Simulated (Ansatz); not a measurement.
BeBr2. Charge 0, multiplicity 3. Geometry PBE0-D4/def2-TZVP, that of the charge +1 doublet; atoms count from 1.

```csv
atom,x (Å),y (Å),z (Å)
Be1,0.000,-0.001,0.000
Br2,-0.241,0.374,1.930
Br3,0.240,-0.373,-1.930
```

At PBE0-D4/def2-TZVP a singlet of charge 0 lies 6.31 eV below the triplet at the same geometry. The structure comes from a short search, and lower isomers may exist.

(1) Estimate the Mulliken populations from the PBE0/def2-TZVP orbitals of Ansatz.

(2) Where does the spin sit?

(3) And the Mayer bond orders between bonded heavy atoms (over 0.3)?

Results:

(1) 
```
atom  charge (e)  spin (α − β)
 Be1       -0.20          0.93
 Br2        0.10          0.53
 Br3        0.10          0.53
```
Mulliken values and Mayer orders depend strongly on the basis.

(2) Summed by element: Be 0.93, Br 1.07, of 2 unpaired in all. Largest on single atoms: Be1 0.93, Br3 0.53, Br2 0.53.

(3) Be1–Br2 1.02 (1.98 Å); Be1–Br3 1.02 (1.98 Å). Values over 0.3 also appear between atoms too far apart for a bond (Br2–Br3 0.46 at 3.96 Å); they arise where an orbital or an unpaired electron spreads over both atoms.
